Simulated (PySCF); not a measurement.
H8N4Si, SMILES N[Si](N)(N)N.

Coordinates come from a B3LYP-D3(BJ)/def2-SVP optimisation. One conformer was computed; it need not be the lowest.

Calculation: PBE/def2-TZVP (PySCF).

Gas-phase values at a fixed geometry.

Computed frontier levels, gap, dipole moment and polarisability:
```yaml
highest_occupied_level: -5.29 eV
lowest_empty_level: -0.03 eV
orbital_gap: 5.25 eV
dipole_moment: 0.00 D
quadrupole, principal values (traceless, Buckingham form, about the centre of nuclear charge): -3.15, 1.57, 1.57 D·Å
mean_static_polarisability: 57.6 bohr³ (8.53 Å³)
polarisability_principal_values: 56.9, 56.9, 58.9 bohr³
```
